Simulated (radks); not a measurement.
The numbers below are computed, except where a source is named.
The mean radii <r> (bohr) of the occupied orbitals of an atom or ion are listed with their occupations. Code: a radial shooting solver on a logarithmic mesh with Libxc functionals. Model: scalar-relativistic Kohn-Sham, PBE, spin-polarised, spherical densities, finite nucleus; Fermi nuclear charge, rms radius of each element as measured or else 0.836 A^(1/3) + 0.57 fm.

| orbital | occ. | <r> |
|---|---|---|
| 1s up | 1 | 0.04550 |
| 1s down | 1 | 0.04550 |
| 2s up | 1 | 0.2028 |
| 2s down | 1 | 0.2027 |
| 2p up | 3 | 0.1773 |
| 2p down | 3 | 0.1772 |
| 3s up | 1 | 0.5934 |
| 3s down | 1 | 0.5937 |
| 3p up | 3 | 0.6096 |
| 3p down | 3 | 0.6098 |
| 3d up | 5 | 0.6505 |
| 3d down | 4 | 0.6491 |
| 4s up | 1 | 1.764 |
| 4p up | 3 | 2.096 |
| 4p down | 1 | 2.183 |

Name the element and its charge. Open shells, if any, are filled with parallel spins first.

Answer. Z = 33, arsenic, charge +1: As+ in [Ar] 3d9 4s1 4p4. The 1s radius gives Z: for a bare nucleus <r> = (2 gamma + 1)/(2Z) with gamma = sqrt(1 - (Z/c)^2), 0.04456 bohr for Z = 33, and screening makes it slightly larger (0.04550 here). The occupations add up to 32, and the charge is Z minus that.
